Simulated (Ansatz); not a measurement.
Si₁₉PH₃₀. The state is a doublet with charge 0. Geometry PBE-D4/def2-SVP.

Cartesian coordinates in Å:
```
P -1.002 0.891 -1.572
Si 2.276 1.682 -2.602
Si -2.711 3.145 0.970
Si 0.395 4.474 -0.743
Si -0.802 -1.405 0.849
Si 1.315 -1.463 -0.239
Si 0.755 1.737 1.687
Si -0.800 -4.175 -1.509
Si 0.975 -4.388 1.973
Si -3.005 1.743 -0.897
Si -2.271 -2.600 -0.564
Si 0.184 2.712 -2.292
Si 0.931 -2.735 -2.195
Si 2.837 0.233 -0.823
Si -1.692 5.099 0.146
Si -1.311 2.281 2.659
Si 1.790 3.721 0.994
Si -0.552 -2.779 2.760
Si 2.606 -2.948 1.082
Si -0.014 -5.596 0.204
H 3.386 2.688 -2.794
H 2.208 0.822 -3.841
H -4.075 3.470 1.535
H 1.031 5.626 -1.486
H -1.436 0.520 -2.896
H -1.368 -0.067 1.241
H 1.584 0.809 2.546
H -1.418 -4.984 -2.624
H 1.475 -5.341 3.033
H -3.694 2.529 -1.987
H -3.873 0.558 -0.549
H -2.870 -1.734 -1.645
H -3.392 -3.219 0.231
H -0.370 3.256 -3.587
H 0.470 -1.873 -3.346
H 2.187 -3.456 -2.615
H 4.003 -0.585 -1.342
H 3.357 0.982 0.378
H -2.552 5.708 -0.934
H -1.497 6.118 1.242
H -1.134 3.388 3.679
H -1.934 1.098 3.354
H 1.844 4.748 2.102
H 3.186 3.495 0.477
H 0.065 -2.010 3.906
H -1.869 -3.353 3.219
H 3.300 -2.208 2.201
H 3.654 -3.650 0.255
H -1.170 -6.413 0.728
H 1.002 -6.551 -0.371
```

Single mean-field runs in def2-SVP, def2-TZVP are fitted with def2-universal-jkfit. Another isomer (doublet) lies 0.50 eV lower at PBE0-D4/def2-TZVP; other spin states weren't run for this one.

(1) Estimate the α-spin orbital energies around the gap (eV) in Ansatz with PBE-D4/def2-SVP, revPBE-D4/def2-TZVP, r2SCAN-D4/def2-TZVP, PBE0-D4/def2-SVP, PBE0-D4/def2-TZVP.

Results:

(1) 
| orbital | PBE-D4/def2-SVP | revPBE-D4/def2-TZVP | r2SCAN-D4/def2-TZVP | PBE0-D4/def2-SVP | PBE0-D4/def2-TZVP |
| --- | --- | --- | --- | --- | --- |
| HOMO−9 | -6.94 | -6.89 | -7.18 | -8.01 | -7.95 |
| HOMO−8 | -6.88 | -6.84 | -7.14 | -7.97 | -7.92 |
| HOMO−7 | -6.87 | -6.82 | -7.11 | -7.94 | -7.88 |
| HOMO−6 | -6.79 | -6.74 | -7.03 | -7.85 | -7.80 |
| HOMO−5 | -6.74 | -6.68 | -6.97 | -7.78 | -7.72 |
| HOMO−4 | -6.64 | -6.58 | -6.86 | -7.68 | -7.60 |
| HOMO−3 | -6.42 | -6.36 | -6.63 | -7.42 | -7.36 |
| HOMO−2 | -6.27 | -6.20 | -6.47 | -7.24 | -7.18 |
| HOMO−1 | -5.97 | -5.94 | -6.19 | -6.95 | -6.92 |
| HOMO | -5.15 | -5.16 | -5.50 | -6.15 | -6.14 |
| LUMO | -2.15 | -2.26 | -2.20 | -1.49 | -1.63 |
| LUMO+1 | -1.84 | -1.98 | -1.91 | -1.16 | -1.32 |
| LUMO+2 | -1.80 | -1.88 | -1.82 | -1.11 | -1.23 |
| LUMO+3 | -1.66 | -1.77 | -1.70 | -0.97 | -1.13 |
| LUMO+4 | -1.61 | -1.70 | -1.62 | -0.89 | -1.02 |
| LUMO+5 | -1.49 | -1.58 | -1.50 | -0.78 | -0.92 |
| β HOMO | -5.96 | -5.93 | -6.18 | -6.94 | -6.90 |
| β LUMO | -3.96 | -3.89 | -3.74 | -3.23 | -3.24 |
